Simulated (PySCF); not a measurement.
Parent: `[O:1]=[CH:2][SiH3:3]`, CH4OSi.

Theory: PySCF, PBE0-D3(BJ)/def2-SVP geometry optimisation, gas phase. One conformer each, not checked by frequencies here.

```tsv
coordinate of the parent	value
O1=C2	1.205 Å
C2–Si3	1.937 Å
O1–C2–Si3	120.1°
```

**Question.** How does the shared frame change in `[O:1]=[CH:2][SiH2:3][CH:4]=[O:5]` with O1–C2–Si3–C4 80°, C2–Si3–C4–O5 107°, C2H4O2Si? Atoms pair as O1 = O1, C2 = C2, Si3 = Si3 (parent first).

**Answer.** 
| parent | relative | value in the relative | change |
| --- | --- | --- | --- |
| O1=C2 | O1=C2 | 1.205 Å | 0.000 |
| C2–Si3 | C2–Si3 | 1.937 Å | 0.000 |
| O1–C2–Si3 | O1–C2–Si3 | 120.4° | +0.3 |

No shared bond changes by more than 0.004 Å. Bonds of the relative outside the shared frame: Si3–C4 1.938, C4=O5 1.204 Å.

**Question.** How does the shared frame change in `[NH2:1][CH2:2][SiH2:3][CH:4]=[O:5]` with H–N1–C2–Si3 170° and -70°, N1–C2–Si3–C4 -60°, C2–Si3–C4–O5 -157°, C2H7NOSi? Atoms pair as O1 = O5, C2 = C4, Si3 = Si3 (parent first).

**Answer.** 
```
   parent   relative  value in the relative  change
    O1=C2      O5=C4                1.206 Å  +0.001
   C2–Si3     C4–Si3                1.932 Å  -0.005
O1–C2–Si3  O5–C4–Si3                 123.0°    +2.9
```

Of the parent's bonds, C2–Si3 changes most (-0.005 Å). Bonds of the relative outside the shared frame: N1–C2 1.455, C2–Si3 1.891 Å.

**Question.** How does the shared frame change in `[CH3:1][O:2][CH2:3][SiH2:4][CH:5]=[O:6]` with C1–O2–C3–Si4 180°, O2–C3–Si4–C5 180°, C3–Si4–C5–O6 -2°, C3H8O2Si? Atoms pair as O1 = O6, C2 = C5, Si3 = Si4 (parent first).

**Answer.** 
```json
{"parent": "O1=C2", "relative": "O6=C5", "value in the relative": "1.208 Å", "change": "+0.003"}
{"parent": "C2–Si3", "relative": "C5–Si4", "value in the relative": "1.932 Å", "change": "-0.005"}
{"parent": "O1–C2–Si3", "relative": "O6–C5–Si4", "value in the relative": "120.6°", "change": "+0.5"}
```

Of the parent's bonds, C2–Si3 changes most (-0.005 Å). Bonds of the relative outside the shared frame: C1–O2 1.395, O2–C3 1.399, C3–Si4 1.887 Å.

**Question.** How does the shared frame change in `[N:1]#[C:2][SiH2:3][CH:4]=[O:5]` with C2–Si3–C4–O5 -179°, C2H3NOSi? Atoms pair as O1 = O5, C2 = C4, Si3 = Si3 (parent first).

**Answer.** 
```csv
parent,relative,value in the relative,change
O1=C2,O5=C4,1.203 Å,-0.002
C2–Si3,C4–Si3,1.935 Å,-0.002
O1–C2–Si3,O5–C4–Si3,118.8°,-1.3
```

No shared bond changes by more than 0.004 Å. Bonds of the relative outside the shared frame: N1≡C2 1.160, C2–Si3 1.857 Å.

**Question.** How does the shared frame change in `[O:1]=[CH:2][SiH2:3][SH:4]` with O1–C2–Si3–S4 0°, C2–Si3–S4–H 0°, CH4OSSi? Atoms pair as O1 = O1, C2 = C2, Si3 = Si3 (parent first).

**Answer.** 
| parent | relative | value in the relative | change |
| --- | --- | --- | --- |
| O1=C2 | O1=C2 | 1.206 Å | +0.001 |
| C2–Si3 | C2–Si3 | 1.943 Å | +0.006 |
| O1–C2–Si3 | O1–C2–Si3 | 121.4° | +1.3 |

Of the parent's bonds, C2–Si3 changes most (+0.006 Å). Bonds of the relative outside the shared frame: Si3–S4 2.126 Å.
